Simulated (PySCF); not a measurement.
Species: germanium difluoride, GeF2 (singlet state).
Geometry (PBE0-D3(BJ)/def2-SVP, Å), atoms numbered from 1 in this order:
```
atom  x, y, z in Å
F1    -1.2969   -0.4545    0.0031
Ge2   -0.0189    0.7360   -0.0296
F3     1.3223   -0.3838   -0.0184
```

Level of theory: PySCF, TDDFT CAM-B3LYP/def2-SVPD, vertical, gas phase, core orbitals frozen in the response. The CAM-B3LYP/def2-SVPD calculation is non-relativistic and has no spin–orbit coupling, an omission that weighs most on germanium.

Computed states:

| state | E (eV) | f |
| --- | --- | --- |
| S1 | 5.51 | 0.114 |
| S2 | 7.09 | 0.0000 |
| S3 | 7.74 | 0.029 |
| S4 | 8.21 | 0.017 |
| S5 | 8.44 | 0.100 |
| S6 | 8.49 | 0.359 |
| S7 | 8.82 | 0.0000 |
| S8 | 8.90 | 0.297 |
| S9 | 9.16 | 0.0090 |
| S10 | 9.92 | 0.045 |

Each state is given a Gaussian of 0.4 eV full width at half maximum, with ε(max) = 2.175×10⁸ f / Δν̃ (Δν̃ the width in cm⁻¹). The cross-section is σ = 3.8235×10⁻²¹ ε cm², given in Mb (10⁻¹⁸ cm²). The width is an assumption, not a result. The curve ends short of the highest state used, and states not computed would add to its high-energy end.

Problem. What does the envelope look like, and where are its maxima?

Solution. 
λ (nm), σ (Mb) and a bar:
```
    133.0       5.02 #
    135.8      33.27 ########
    138.5      76.97 ####################
    141.3      85.13 ######################
    144.1     107.70 ###########################
    146.9     118.04 ##############################
    149.7      64.15 ################
    152.4      19.97 #####
    155.2       6.47 ##
    158.0       6.75 ##
    160.8       7.34 ##
    163.6       4.63 #
    166.3       1.76 
    169.1       0.39 
    171.9       0.06 
    174.7       0.01 
    177.4       0.00 
    180.2       0.00 
    183.0       0.00 
    185.8       0.00 
    188.6       0.00 
    191.3       0.00 
    194.1       0.00 
    196.9       0.00 
    199.7       0.01 
    202.5       0.04 
    205.2       0.22 
    208.0       0.88 
    210.8       2.72 #
    213.6       6.60 ##
    216.4      12.87 ###
    219.1      20.16 #####
    221.9      26.62 #######
    224.7      29.45 #######
    227.5      27.65 #######
    230.2      22.51 ######
    233.0      15.82 ####
    235.8       9.75 ##
    238.6       5.32 #
    241.4       2.59 #
    244.1       1.17 
    246.9       0.47 
    249.7       0.17 
    252.5       0.06
```

Maxima: 225 nm (5.51 eV), ε about 7700, made up of S1 (100%); 160 nm (7.75 eV), ε about 2000, made up of S3 (98%); 146 nm (8.49 eV), ε about 32000, made up of S5 (20%) and S6 (75%); 140 nm (8.83 eV), ε about 22000, made up of S6 (14%) and S8 (83%) (hardly more than a shoulder) (ε in L mol⁻¹ cm⁻¹; maxima over ε = 5, shares over 10%).

Problem. On this curve, what absorbance would a 10⁻⁴ mol/L sample give at 248 nm over a 1 cm path?

Solution. 248 nm is 4.999 eV, where ε is about 83 L mol⁻¹ cm⁻¹, so A = ε c l ≈ 0.0083 (Beer–Lambert, with the gas-phase spectrum and the assumed width).

Problem. Coming from long wavelengths, where does ε first pass 100 L mol⁻¹ cm⁻¹?

Solution. At about 247 nm (5.01 eV), 0.50 eV below S1.

Problem. What would ε be at 8.49 eV, the highest of these maxima, with half the width (0.2 eV)?

Solution. About 60100 L mol⁻¹ cm⁻¹ against 32100, a factor of about 1.9; a lone state at its own centre would give exactly 2.

The vertical ionisation energy (ΔSCF) is 12.00 eV, 2.07 eV above S10.

Hardware: one thread, Arm Neoverse V1 (aarch64), no GPU (shared host). Cost: 8.9 s wall (grids of density and orbitals included), 0.35 GiB resident at most.
